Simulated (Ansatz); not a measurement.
**Strength of the C–C bond: C7H16 → C4H9 + C3H7**

Species: C7H16 (2,2,3-trimethylbutane) `CC(C)C(C)(C)C`, singlet; C4H9 (tert-butyl radical) `C[C](C)C`, doublet; C3H7 (methylethyl) `C[CH]C`, doublet. 

Shapes, held fixed at every level: PBE0-D4/def2-TZVP. Flexible molecules stand in one conformer, not always the lowest. Programs: Ansatz 0.2.0. Electronic energies: no zero-point or thermal term.

**Question.** Estimate ΔE of this reaction.

**Answer.** The highest level, CCSD(T)/CBS estimate, gives ΔE = +371.7 kJ/mol; the levels span +213.1 to +396.8. The column of differences is taken from that level and isn't an error. Hartree–Fock misses the correlation of the pair that is broken and comes out low. No measured value is set beside it here. Open shells run unrestricted unless RO is named. The CBS estimate extrapolates MP2 from def2-TZVPP and def2-QZVPP and adds CCSD(T) − MP2 in the triple-zeta set, cores frozen.

```json
{"level": "HF/def2-SVP", "kind": "Hartree–Fock", "ΔE (kJ/mol)": "+213.1", "less CCSD(T)/CBS estimate": "-158.6"}
{"level": "PBE0-D4/def2-TZVPP", "kind": "global hybrid", "ΔE (kJ/mol)": "+334.6", "less CCSD(T)/CBS estimate": "-37.1"}
{"level": "r2SCAN0-D4/def2-TZVPP", "kind": "global hybrid", "ΔE (kJ/mol)": "+313.4", "less CCSD(T)/CBS estimate": "-58.3"}
{"level": "MP2/def2-TZVPP", "kind": "perturbation theory", "ΔE (kJ/mol)": "+396.8", "less CCSD(T)/CBS estimate": "+25.1"}
{"level": "CCSD(T)/def2-SVP", "kind": "coupled cluster or CI", "ΔE (kJ/mol)": "+363.2", "less CCSD(T)/CBS estimate": "-8.5"}
{"level": "CCSD/def2-TZVPP", "kind": "coupled cluster or CI", "ΔE (kJ/mol)": "+349.8", "less CCSD(T)/CBS estimate": "-21.9"}
{"level": "CCSD(T)/CBS estimate", "kind": "coupled cluster or CI", "ΔE (kJ/mol)": "+371.7", "less CCSD(T)/CBS estimate": "0.0"}
```
